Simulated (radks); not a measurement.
The numbers below are computed, except where a source is named.
Excited configurations of the krypton ion Kr3+: one electron is placed in a higher orbital outside [Ar] 3d10 4s2 4p2. The ground configuration is [Ar] 3d10 4s2 4p3. Level of theory: scalar-relativistic Kohn-Sham, r2SCAN, spin-unpolarised, spherical densities, finite nucleus; meta-GGA in the generalised Kohn-Sham scheme; Fermi nuclear charge, rms radius 4.1884 fm (a radial shooting solver on a logarithmic mesh with Libxc functionals). Excitation = E - E(ground); binding = E(ion) - E, where the ion is the core of charge +4; n* = 4/sqrt(2 binding) in atomic units, and the quantum defect is n - n*.

outer orbital	excitation (eV)	binding (eV)	n*	<r> (bohr)
4f	36.147	13.915	3.955	4.118
5s	25.037	25.025	2.949	3.332
5p	29.418	20.644	3.247	3.807
5d	35.491	14.571	3.865	4.956
6d	40.913	9.149	4.878	8.275

The Delta-SCF ionisation energy is 50.062 eV (NIST Atomic Spectra Database: 50.9 eV, measured). Self-interaction in the functional shifts the binding energies and quantum defects, so they are the method's values and not measured ones. Spin polarisation and multiplet splitting are left out, so open shells lie too high by an amount that depends on their filling.

Beside tabulated values, note that spin-unpolarised runs miss the spin-polarisation part of the exchange energy of open shells.
